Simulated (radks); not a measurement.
Problem. The indium ion In8+ is in [Kr] 4d5. All-electron calculation, non-relativistic Kohn-Sham, PBE, spin-polarised, spherical densities, point nucleus. Program: a radial shooting solver on a logarithmic mesh with Libxc functionals. Open shells are filled with parallel spins first. One electron is removed from 4p, 4d, 3d, 4s in turn, with full relaxation. Which removal costs least, and what does each cost?

Solution. 4d 158.83 eV; 4p 214.74 eV; 4s 251.24 eV; 3d 606.42 eV. The 4d electron leaves first.
